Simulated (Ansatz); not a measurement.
The same atomization along the group Al, Ga, In.

Calculated with Ansatz (gas phase, PBE0-D4/def2-TZVP geometries, no zero-point term in ΔE). CCSD(T)/CBS is the MP2 limit (def2-TZVPP, def2-QZVPP) plus CCSD(T) − MP2 in def2-TZVPP, frozen cores. This one scheme is used for every species, atoms too. Functionals use def2-TZVPP. B3LYP here is the variant with VWN-RPA as its local correlation; programs differ in this. Open shells (•) are unrestricted, without spin–orbit coupling. Spin–orbit coupling would lower the free atoms: a little for Al, C; clearly for Br, Ga; strongly for In. def2 core potentials past Kr. Bonds to Br, Ga, In are less sure, by a few kJ/mol each and by 10 to 20 or more in all where they break to atoms, as the def2 sets lack core-valence functions. Scalar relativity is left out up to krypton.

```json
{"reaction": "`[CH3][Al]([Br])[Br]` → 2 Br• + C• + Al• + 3 H•", "CCSD(T)/CBS(def2) (eV)": "24.49"}
{"reaction": "`[CH3][Ga]([Br])[Br]` → 2 Br• + C• + Ga• + 3 H•", "CCSD(T)/CBS(def2) (eV)": "?"}
{"reaction": "`[CH3][In]([Br])[Br]` → 2 Br• + C• + In• + 3 H•", "CCSD(T)/CBS(def2) (eV)": "22.21"}
```

Question: Fill in the missing values. (Estimate.)

Answer: Ansatz gave: `[CH3][Ga]([Br])[Br]` → 2 Br• + C• + Ga• + 3 H•: +23.16 eV.

Largest T1 diagnostic: 0.018, for Al•.

For atomizations the MP2-based limit and the directly extrapolated one differ by several kJ/mol either way, and by 10 to 25 for some Ge, Se and Sn compounds, so smaller differences from it don't rank the levels.
